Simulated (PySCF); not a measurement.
Calculated NMR parameters of CC(=O)C1=C(O[SiH2]O)[C@H]1F

```yaml
Formula: C5H7FO3Si
SMILES: CC(=O)C1=C(O[SiH2]O)[C@H]1F
Point_group_of_the_computed_structure: C1
Degrees_of_unsaturation: 3
Carbon_signals: 5
Proton_signals: 5
```

Atom-mapped SMILES (the numbers label the heavy atoms): `[CH3:1][C:2](=[O:3])[C:4]1=[C:5]([O:6][SiH2:7][OH:8])[C@H:9]1[F:10]` (H(Xn): hydrogen on atom n). Ha(Si7) is pro-R; Hb(Si7) is pro-S.

PySCF calculation with σ from GIAO-PBE0/pcSseg-1 and coordinates at the GFN2-xTB level; one computed conformer, non-relativistic, in vacuum, fast rotation and ring inversion assumed for equivalent nuclei.

References, each an isolated molecule treated in the same way: ¹H and ¹³C and ²⁹Si vs TMS; ¹⁹F vs CFCl3; H2O for ¹⁷O.

| carbon | δC, type | δH (multiplicity) | HMBC from (2–3 bonds) | span of the C tensor (ppm) |
| --- | --- | --- | --- | --- |
| C1 | 32.0, CH3 | 2.61 (s) | – | 55 |
| C2 | 195.8, C | – | H(C9), H(C1) | 202 |
| C4 | 94.0, C | – | H(C9), H(C1) | 164 |
| C5 | 162.4, C | – | H(C9), Ha(Si7), Hb(Si7) | 205 |
| C9 | 71.7, CH | 5.33 (m) | – | 124 |

Other nuclei:
| atoms | nucleus | environment | δ (ppm) | σ (ppm) |
| --- | --- | --- | --- | --- |
| H(O8) | ¹H | hydrogen on an oxygen bonded to Si | 10.45 | 21.27 |
| Ha(Si7) | ¹H | hydrogen on a silicon bonded to 2 O | 5.29 | 26.43 |
| Hb(Si7) | ¹H | hydrogen on a silicon bonded to 2 O | 5.09 | 26.63 |
| F10 | ¹⁹F | fluorine on an sp3 carbon | -172.3 | 343.3 |
| Si7 | ²⁹Si | silicon bonded to 2 O, 2 H | -30.8 | 379.9 |
| O3 | ¹⁷O | ketone oxygen | 568.7 | -232.7 |
| O6 | ¹⁷O | oxygen bonded to C, Si | 177.9 | 158.1 |
| O8 | ¹⁷O | oxygen bonded to Si, H | 43.9 | 292.2 |

1. Carbon types of the structure: 3 × C, 1 × CH, 1 × CH3, leaving 3 H on heteroatoms.
2. δC 195.8: ketone carbonyl carbon; the double bond to the heteroatom, with no lone-pair donor beside it, deshields it most.
3. δC 162.4: alkene carbon bearing oxygen; an sp2 carbon further deshielded by the attached heteroatom.
4. δC 94.0: β carbon of an enol-ether or enamine type C=C; the O or N lone pair pushes π density onto this β carbon and shields it.
5. δC 71.7: three-membered-ring carbon; pulled downfield by the heteroatom.
6. δH 10.45: hydrogen on an oxygen bonded to Si; exchangeable; this is the value without hydrogen bonding to other molecules.

The OH or NH signal is concentration- and solvent-dependent in practice; the value given is the gas-phase one. Splittings by ¹⁹F in the carbon and heteronuclear signals aren't shown, as no couplings were computed. Shifts are as computed. Against solution values, carbons near 30 ppm lie about +3 ppm off and those near 130 ppm about +5 ppm. Of 1211 compounds with measured shifts, 218 miss one by over three times the rms of a fit or turn the order of signals round; such compounds aren't used in these exercises. Unscaled 19F shifts against computed CFCl3 carry errors that often reach 10 to 50 ppm. Unscaled 17O shifts of doubly bonded oxygen tend to come out too high, by tens of ppm or more. Experimental scales use liquid or dissolved standards, which lie at an offset from isolated H2O (liquid H2O: subtract about 36 ppm). No couplings were computed; multiplicities are counted from neighbouring protons, with m where these are inequivalent, close in shift, in a saturated or five-membered ring or joined by F or P, and br s for small geminal =CH2 splittings.
